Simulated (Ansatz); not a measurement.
`CC[Se]C` + BH₃ → `B[Se]C` + `CC`  (formal exchange of groups at the Se–C bond)

Computed with Ansatz on PBE0-D4/def2-TZVP structures; ΔE is electronic, products minus reactants. CCSD(T)/CBS is the MP2 limit (def2-TZVPP, def2-QZVPP) plus CCSD(T) − MP2 in def2-TZVPP, frozen cores. This one scheme is used for every species. Functionals use def2-TZVPP. For Se outer-core shells are correlated without core-valence functions, which leaves a few kJ/mol of doubt a bond. Scalar relativity is left out up to krypton. Each species was taken in one conformer, which may not be the lowest.

CCSD(T)/CBS gives -34.6 kcal/mol.

**Question.** Another level gave -37.4 kcal/mol. Which?
A. HF/def2-TZVPP
B. r2SCAN/def2-TZVPP
C. LC-ωPBE/def2-TZVPP
D. ωB97X-V/def2-TZVPP

**Answer.** B. r2SCAN -37.4, ωB97X-V -33.7, LC-ωPBE -35.5, HF/def2-TZVPP -31.7 kcal/mol.

Largest T1 diagnostic among the species: 0.013.

The D4 term adds +1.3 kcal/mol with B3LYP and +0.7 kcal/mol with PBE0; it sums over pairs of atoms, weighted by their polarisabilities, and B3LYP, whose exchange is more repulsive, gets the larger term. From BLYP to BHLYP (50 % exact exchange), in def2-TZVPP and without D4, ΔE moves by +2.1 kcal/mol.

B3LYP here is the variant with VWN-RPA as its local correlation; programs differ in this.
